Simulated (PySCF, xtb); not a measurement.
H2O3S, SMILES O=[SH](O)=O.

Geometry: PBE-D3(BJ)/def2-SVP. The values are those of a single conformer.

The numbers are results of C-PCM-PBE0/def2-SVP in PySCF, not measurements.

The values are the electrostatic part of the solvation free energy, E(continuum) − E(gas) at the gas-phase geometry, in a cavity of scaled van der Waals radii (PySCF's table); cavitation and dispersion terms are not included. In vacuum the orbital gap is 9.57 eV. The dipole moment in vacuum is 2.93 D.

```
solvent             ε  ΔG(elec) (kcal/mol)  dipole (D)  gap (eV)
--------------  -----  -------------------  ----------  --------
water           78.36                -11.0        3.69     10.27
ethylethanoate   5.99                 -9.1        3.55     10.15
chloroform       4.71                 -8.5        3.51     10.12
```

For comparison, GFN2-xTB/ALPB(water) (xtb, at the GFN2-xTB geometry, all terms of that model) gives -13.7 kcal/mol.
